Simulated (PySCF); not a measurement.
# Frontier orbitals and the lowest excitations

Compound: C₄H₆F₂N₂Si.
Atom-mapped SMILES: `[CH3:1][c:2]1[c:3]([F:4])[cH:5][n:6][n:7]1[SiH2:8][F:9]` (hydrogens: H10, H11, H12 on C1; H13 on C5; H14, H15 on Si8)

Geometry (GFN2-xTB, Å), atoms numbered from 1 in this order:
```xyz
15
C4H6F2N2Si angstrom
C     -0.172    1.658    0.704
C     -0.567    0.331    0.176
C     -1.806   -0.247    0.030
F     -2.987    0.302    0.355
C     -1.592   -1.519   -0.526
N     -0.308   -1.708   -0.706
N      0.325   -0.595   -0.278
Si     2.067   -0.536   -0.444
F      2.614    0.028    0.958
H      0.370    2.226   -0.051
H      0.476    1.546    1.572
H     -1.061    2.212    0.995
H     -2.312   -2.268   -0.787
H      2.442    0.479   -1.415
H      2.507   -1.901   -0.605
```

Computed with TDDFT CAM-B3LYP/def2-SVPD, vertical, gas phase, core orbitals frozen in the response in PySCF 2.14.0, density-fitted response routines.

Kohn–Sham orbitals with the atoms that hold most of them (Löwdin shares over 4%, at most four atoms; ? is withheld):

```csv
orbital,ε (eV),atoms
LUMO+2,1.39,"Si8 24%, C5 10%, H14 9%, C3 8%"
LUMO+1,1.01,"Si8 18%, C1 12%, C2 10%, N6 8%"
LUMO,?,"Si8 28%, N6 10%, H14 9%, F9 8%"
HOMO,-8.39,?
HOMO-1,-9.22,?
HOMO-2,-9.93,"N6 60%, C5 12%, N7 10%, C3 4%"
HOMO-3,-11.88,"Si8 31%, H15 21%, H14 20%, F9 18%"
```

Task: Give the leading atoms of the HOMO-1.

Result: N7 (bonded to C, N and Si) 29%; C5 (bonded to C, N and H) 28%; N6 (bonded to C and N) 16%; C3 (bonded to 2 C and F) 8%. By element: nitrogen 45%, carbon 37% or more.

Task: Which atoms hold the HOMO, and with what shares?

Result: C3 (bonded to 2 C and F) 24%; C2 (bonded to 2 C and N) 24%; N6 (bonded to C and N) 20%; F4 (bonded to C) 11%. By element: carbon 48% or more, nitrogen 20% or more, fluorine 11% or more.

Task: What is the LUMO energy, and the HOMO–LUMO gap?

Result: ε(LUMO) = 0.54 eV; the gap is 8.93 eV (0.3281 hartree).

Task: The HOMO–LUMO gap is 8.93 eV. Where does the response calculation put the lowest singlet, and from which orbitals?

Result: S1 is at 6.11 eV (f = 0.135), 2.82 eV below the gap, made of HOMO→LUMO (75%), HOMO→LUMO+1 (10%). 

Next come S2 at 6.45 eV (f 0.019), HOMO→LUMO+1 (62%), HOMO-1→LUMO (12%), HOMO→LUMO (12%); S3 at 6.54 eV (f 0.0043), HOMO-2→LUMO (57%), HOMO-2→LUMO+1 (22%), HOMO-2→LUMO+2 (9%); S4 at 6.68 eV (f 0.063), HOMO-1→LUMO (52%), HOMO→LUMO+2 (18%), HOMO→LUMO+1 (14%); S5 at 6.96 eV (f 0.093), HOMO→LUMO+2 (69%), HOMO-1→LUMO (18%).

One conformer stands for the species.
